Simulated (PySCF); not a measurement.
Pb(F)(OH) (FHOPb), SMILES [OH][Pb][F] (connectivity only; charge and spin as stated), neutral, multiplicity 1. Atoms are numbered in the order given.

```xyz
4

Pb     0.2626    -0.0260     0.0000
F     -1.3036    -1.3841     0.0000
O     -0.9847     1.6473     0.0000
H     -1.9204     1.4072     0.0000
```
Charge 0, spin multiplicity 1.

Coordinates come from a B3LYP-D3(BJ)/def2-TZVP optimisation. The def2 effective core potentials stand for the cores of Pb; spin–orbit coupling is left out. One conformer was computed; it need not be the lowest.

These are ωB97X/def2-TZVPD in PySCF values and carry that method's errors.

Symmetry labels are those of the subgroup Cs that the program uses (full group Cs).

Computed valence orbital energies around the gap with their symmetry:
| orbital | symmetry | energy (eV) |
|---|---|---|
| HOMO−7 | A' | -26.20 |
| HOMO−6 | A' | -17.31 |
| HOMO−5 | A' | -14.59 |
| HOMO−4 | A' | -12.72 |
| HOMO−3 | A" | -12.65 |
| HOMO−2 | A' | -11.98 |
| HOMO−1 | A" | -11.05 |
| HOMO | A' | -10.61 |
| LUMO | A" | -0.70 |
| LUMO+1 | A' | 0.96 |
| LUMO+2 | A' | 1.30 |
| LUMO+3 | A' | 1.70 |
